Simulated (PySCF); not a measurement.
# Structure revision by computed shifts

A compound C4H2F2O2 gives the data below (simulated from a calculation) and was assigned the structure `O=c1cc1OC(F)F`.

13C{1H} NMR (computed): δ 166.3 (C, 2C), 114.1 (CH, 2C).

1H NMR (600 MHz, computed): δ 6.07 (m, 2H).

PySCF 2.14.0 with density-fitted response routines calculation with geometry: GFN2-xTB and NMR shieldings at PBE0/pcSseg-1/GIAO; non-relativistic, equivalent nuclei averaged, no solvent model, one conformer.

References, each an isolated molecule treated in the same way: 1H and 13C vs TMS.

Task: Compare with the shifts computed for the proposed structure, pairing carbons in order of shift.

Result: Numbering as in the mapped SMILES `[O:1]=[c:2]1[cH:3][c:4]1[O:5][CH:6]([F:7])[F:8]` (H(Xn): hydrogen on atom n).

```csv
atom,computed for proposal,given list,difference
C4,170.3,166.3,+4.0
C2,142.7,166.3,-23.6
C6,127.5,114.1,+13.4
C3,125.4,114.1,+11.3
```

The rms difference is 14.8 ppm and the largest -23.6 ppm at C2 (ring carbonyl carbon). The proposal also would give 4 carbon signals, not 2. The proposal doesn't fit.

Task: Which isomer fits?

Result: `C1(F)=COC(F)=CO1`.

1. Carbon types of the structure: 2 × C, 2 × CH, which accounts for all hydrogens.
2. δC 166.3, 114.1: alkene carbon bearing oxygen.
3. δH 6.07: hydrogen on an alkene carbon bearing oxygen; attached to an sp2 carbon and in the plane of the double bond.

Other isomers checked: FC1=C(F)OC=CO1 (rms 17.9 ppm).

This is the structure that produced the data.

Splittings by 19F in the carbon and heteronuclear signals aren't shown, as no couplings were computed. Shifts are as computed. Against solution values, carbons near 30 ppm lie about +3 ppm off and those near 130 ppm about +5 ppm. Of 1211 compounds with measured shifts, 218 miss one by over three times the rms of a fit or turn the order of signals round; such compounds aren't used in these exercises.
